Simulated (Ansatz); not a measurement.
`CBN[SiH2]C` and `C[SiH2][NH][AlH2]` differ in one atom or group.

Ansatz, PBE0-D4/def2-TZVP geometries, multiplicity 1. Each molecule was computed in one conformer, which needn't be the lowest.

```csv
property,`CBN[SiH2]C`
HOMO energy (ωB97M-V/def2-TZVPP) / eV,-10.35
LUMO energy (B3LYP/def2-TZVPP) / eV,0.05
LUMO energy (PBE/def2-TZVPP) / eV,-0.70
size of the dipole moment (PBE/def2-TZVPP) / D,1.08
HOMO energy (B3LYP/def2-TZVPP) / eV,-7.84
LUMO energy (PBE0/def2-TZVPP) / eV,0.27
```

Question: What does the change do to each property? (An estimate is asked.)

Answer: The calculation gave: 
| property | `C[SiH2][NH][AlH2]` | shift |
| --- | --- | --- |
| HOMO energy (ωB97M-V/def2-TZVPP) / eV | -9.89 | 0.46 |
| LUMO energy (B3LYP/def2-TZVPP) / eV | -1.09 | -1.14 |
| LUMO energy (PBE/def2-TZVPP) / eV | -1.64 | -0.94 |
| size of the dipole moment (PBE/def2-TZVPP) / D | 1.29 | 0.21 |
| HOMO energy (B3LYP/def2-TZVPP) / eV | -7.37 | 0.47 |
| LUMO energy (PBE0/def2-TZVPP) / eV | -0.88 | -1.15 |

With PBE0 the HOMO rises by 0.46 eV and the LUMO falls by 1.15 eV, so the gap narrows by about 1.61 eV. PBE moves the HOMO by 0.45 eV and ωB97M-V by 0.46 eV. Dipoles are sizes alone; their direction can turn.

B3LYP here is the variant with VWN-RPA as its local correlation; programs differ in this.
